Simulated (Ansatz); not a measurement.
(1) Predict a relaxed structure of Ir3 (the lowest doublet isomer of a short search), charge 0, doublet, at PBE0-D4/def2-TZVP (Ansatz).

## Answers

(1) 
```xyz
3

Ir   -0.904    0.454    0.912
Ir    0.443   -1.286    0.066
Ir    0.461    0.832   -0.978
```
Point group D3h (tolerance 0.1 Å). This is one stationary point.

In the def2 sets Ir takes a core potential; there is no spin–orbit coupling. The charge 0 doublet is spin-contaminated (final ⟨S²⟩ up to 1.85, 0.75 for a pure state). The relaxation made no stability test and no search for a lower SCF solution. At PBE0-D4/def2-TZVP a quartet of charge 0 lies 0.25 eV below the doublet, each at its own geometry. The structure comes from a short search, and lower isomers may exist.
